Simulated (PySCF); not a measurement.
O$_{2}$Ti (SMILES [O]=[Ti]=[O]), singlet, geometry from GFN2-xTB (such geometries of metal compounds can be far from the true shape); HF/cc-pVDZ run with PySCF.

Input for PySCF:
```python
from pyscf import gto, scf

mol = gto.M(
    atom='''
Ti    0.238994    0.045731    0.286556
O     0.695269    0.116723   -1.276621
O    -1.352503   -0.242482    0.488593
''',
    basis='cc-pvdz',
    charge=0,
    spin=0,
    verbose=4,
)

mf = scf.RHF(mol)
mf.kernel()
```

It wrote (shortened):

```
PySCF version 2.14.0

[INPUT] verbose = 4
[INPUT] num. atoms = 3
[INPUT] num. electrons = 38
[INPUT] charge = 0
[INPUT] spin (= nelec alpha-beta = 2S) = 0
[INPUT] symmetry False subgroup None
[INPUT] Mole.unit = angstrom
[INPUT] Symbol           X                Y                Z      unit          X                Y                Z       unit  Magmom
[INPUT]  1 Ti     0.238994000000   0.045731000000   0.286556000000 AA    0.451633205414   0.086419065402   0.541512359351 Bohr   0.0
[INPUT]  2 O      0.695269000000   0.116723000000  -1.276621000000 AA    1.313867992900   0.220574502438  -2.412464054868 Bohr   0.0
[INPUT]  3 O     -1.352503000000  -0.242482000000   0.488593000000 AA   -2.555860252653  -0.458224570137   0.923306956380 Bohr   0.0

nuclear repulsion = 126.697281756257
number of shells = 17
number of NR pGTOs = 174
number of NR cGTOs = 71
basis = cc-pvdz
ecp = {}

******** <class 'pyscf.scf.hf.RHF'> ********
method = RHF
initial guess = minao
damping factor = 0
level_shift factor = 0
DIIS = <class 'pyscf.scf.diis.CDIIS'>
diis_start_cycle = 1
diis_space = 8
diis_damp = 0
SCF conv_tol = 1e-09
SCF conv_tol_grad = None
SCF max_cycles = 50
direct_scf = True
direct_scf_tol = 1e-13
Set gradient conv threshold to 3.16228e-05
Initial guess from minao.
init E= -997.594403304393
  HOMO = -0.47512996227062  LUMO = -0.139489783310326  gap/eV = 9.13323
cycle= 1 E= -997.518815706316  delta_E= 0.0756  |g|= 1.54  |ddm|= 3.08
  HOMO = -0.202620634763532  LUMO = -0.18877283342445  gap/eV = 0.37682
cycle= 2 E= -993.756679489919  delta_E= 3.76  |g|= 5.24  |ddm|= 12.3
  HOMO = -0.32163712547736  LUMO = -0.0578276251567766  gap/eV = 7.17862
cycle= 3 E= -998.091306673675  delta_E= -4.33  |g|= 0.457  |ddm|= 10.5
  HOMO = -0.41500822335037  LUMO = -0.0560455278040091  gap/eV = 9.76787
cycle= 4 E= -998.127926295383  delta_E= -0.0366  |g|= 0.102  |ddm|= 1.26
  HOMO = -0.406829463695225  LUMO = -0.0449606396914577  gap/eV = 9.84695
cycle= 5 E= -998.130448722027  delta_E= -0.00252  |g|= 0.0256  |ddm|= 0.68
  HOMO = -0.410485224780619  LUMO = -0.0431819352571297  gap/eV = 9.99483
cycle= 6 E= -998.130833962834  delta_E= -0.000385  |g|= 0.00752  |ddm|= 0.0749
  HOMO = -0.411496592599483  LUMO = -0.0434774656205015  gap/eV = 10.01431
cycle= 7 E= -998.130916811831  delta_E= -8.28e-05  |g|= 0.00352  |ddm|= 0.0324
  HOMO = -0.412168198318808  LUMO = -0.0434444533866412  gap/eV = 10.03348
cycle= 8 E= -998.130937786276  delta_E= -2.1e-05  |g|= 0.00161  |ddm|= 0.0188
  HOMO = -0.412492587618529  LUMO = -0.0434089731899538  gap/eV = 10.04328
cycle= 9 E= -998.130942438835  delta_E= -4.65e-06  |g|= 0.000667  |ddm|= 0.0132
  HOMO = -0.412518223980655  LUMO = -0.0433921297564437  gap/eV = 10.04443
cycle= 10 E= -998.130943252881  delta_E= -8.14e-07  |g|= 0.000266  |ddm|= 0.00339
  HOMO = -0.412485275602953  LUMO = -0.0433871993068804  gap/eV = 10.04367
cycle= 11 E= -998.130943394524  delta_E= -1.42e-07  |g|= 0.000104  |ddm|= 0.00152
  HOMO = -0.412471652812337  LUMO = -0.043385738634576  gap/eV = 10.04334
cycle= 12 E= -998.130943417211  delta_E= -2.27e-08  |g|= 4.87e-05  |ddm|= 0.000532
  HOMO = -0.412464923682481  LUMO = -0.0433876289571802  gap/eV = 10.04310
cycle= 13 E= -998.130943421455  delta_E= -4.24e-09  |g|= 3.08e-05  |ddm|= 0.000214
  HOMO = -0.412463478514871  LUMO = -0.0433876724398199  gap/eV = 10.04306
cycle= 14 E= -998.1309434222  delta_E= -7.45e-10  |g|= 1.29e-05  |ddm|= 7.28e-05
  HOMO = -0.412464774568294  LUMO = -0.043386751454165  gap/eV = 10.04312
Extra cycle  E= -998.130943422321  delta_E= -1.22e-10  |g|= 1.14e-05  |ddm|= 3.5e-05
converged SCF energy = -998.130943422321
```
